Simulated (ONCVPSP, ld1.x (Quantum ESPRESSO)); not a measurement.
**Potentials for F compared**

Generated with ld1.x 7.5 (TM, RRKJ, ultrasoft, PAW), atompaw 4.2 or ONCVPSP 4.0.1. The cutoff is in Ry: for ld1.x and atompaw files where the sum of valence levels is converged to 10 mRy in a Bessel basis, for ONCV files where the hardest occupied wave has 1 mHa per electron of residual kinetic energy. The error is the largest all-electron minus pseudo excitation energy over each file’s own four to seven test configurations (ionisations up to +4, promotions, holes and added fractions of an electron), all of which were solved. The labels leave out finer settings (local radius, basis sizes, second energies), which also bear on the numbers. Spin-polarised tests are not counted. The rows are a selection from randomly drawn settings: files with unsolved tests, undetermined cutoffs or missed reference levels are left out.

A true bound ghost makes a file unfit for plane-wave use even where its test errors are small: the radial tests pick states by their node count and pass the ghost by.

| potential | cutoff (Ry) | largest error (meV) | bound ghosts |
| --- | --- | --- | --- |
| ONCV, PBE, scalar-relativistic, rc 0.55/1.00 (sp), local s, core correction yes, reference 2s2 2p5, qcut 15/13.9, projectors 0/2 | 228 | +171 | none |
| TM, PBE, scalar-relativistic, rc 0.56/1.50 (sp), local s, core correction no, reference 2s2 2p4.5 | 200 | +2665 | none |
| ONCV, PBEsol, scalar-relativistic, rc 0.65/1.65/1.30 (spd), local smoothed, core correction no, reference 2s2 2p5, qcut 8.5/10.3/8.6, projectors 2/2/3 | 358 | +1361 | none |
| ONCV, LDA (Perdew-Zunger), scalar-relativistic, rc 0.75/1.25/1.25 (spd), local smoothed, core correction no, reference 2s1.75 2p5.25, qcut 8.2/9.7/7.5, projectors 2/3/1 | 314 | +2161 | none |
| ONCV, PBEsol, scalar-relativistic, rc 0.85/0.85 (sp), local p, core correction yes, reference 2s2 2p5, qcut 7.9/13.8, projectors 2/0 | 220 | +8.9 | none |
| ONCV, LDA (Perdew-Wang 92), scalar-relativistic, rc 0.75/1.25/1.35 (spd), local smoothed, core correction yes, reference 2s2 2p5, qcut 7.3/8.7/7.6, projectors 2/2/2 | 500 | +816 | none |
| ONCV, LDA (Perdew-Wang 92), scalar-relativistic, rc 0.55/1.50 (sp), local smoothed, core correction yes, reference 2s2 2p3, qcut 14.4/11.6, projectors 2/3 | 1186 | +1108 | s |

Fill in the row for F: ONCV, revPBE, scalar-relativistic, rc 0.70/1.30/1.15 (spd), local smoothed, core correction no, reference 2s2 2p5, qcut 9.6/13/7.8, projectors 1/2/1.

cutoff 171 Ry, largest error +525 meV, bound ghosts: none.
